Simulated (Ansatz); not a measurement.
A run for Ansatz (a program for electronic structure): R-wB97X-V/def2-TZVPP on BrH3PbSi (SMILES [SiH3][Pb][Br]), a point of a torsion scan. Elements past Kr take the def2 small-core potentials; no spin–orbit coupling.

Ansatz 0.2 input:
```yaml
crystal:
  periodic: [false, false, false]
  atoms:
    - {symbol: Si, position_ang: [-0.76786264, 0.00721384, -0.01663008]}
    - {symbol: Pb, position_ang: [1.51977843, 1.44741735, -0.09984697]}
    - {symbol: Br, position_ang: [3.09589715, -0.61260646, -0.13015194]}
    - {symbol: H, position_ang: [-1.10114751, -0.49160815, 1.31919870]}
    - {symbol: H, position_ang: [-1.93416277, 0.81232944, -0.40238611]}
    - {symbol: H, position_ang: [-0.81750762, -1.16342092, -0.88742442]}
basis:
  gaussian:
    orbitals: def2-TZVPP
hamiltonian:
  xc: {name: wB97X-V}
scf: {lower_state_search: off}
```

Program output:

```
WARN ansatz: RAYON_NUM_THREADS=1 ignored (pool sized by the plan → 1); use --threads N
Functional definition: wB97X-V
these checks for a lower state are left out or cut short: stability, starts, cluster_reference, orbital_swaps, neighbouring_geometries, increment
integrals: 0.16 GiB planned
1298 factors; their error is unknown
integrals: 0.19 GiB planned
298 factors; integrals over basis functions are off by at most 3.5e-5 eV
mean field: 1.31 GiB planned
mean field evaluation 1: about -83212.6257 eV, gradient 1.6e1 eV
mean field evaluation 2: about -83213.5082 eV, gradient 1.3e1 eV
mean field evaluation 4: about -83213.9571 eV, gradient 9.2e-1 eV
mean field evaluation 8: about -83213.9665 eV, gradient 4.0e-2 eV
mean field evaluation 16: about -83214.2821 eV, gradient 2.4e-4 eV
mean field -83214.28210105 eV, -3058.0684625475 hartree, gradient 3.0e-6 eV, S^2 0.000000; 0 other end points of the search recorded, 0 dependent functions left out
reference -83214.28209889 eV, -3058.0684624678 hartree; 37, 37 occupied and 145, 145 virtual orbitals, 1298 factors
Total energy: -83214.28209889 eV, -3058.0684624678 hartree
Checks for a lower state left out: stability, starts, cluster_reference, orbital_swaps, neighbouring_geometries, increment
```

Self-consistency was reached.

Cost: roughly 16 core-seconds.
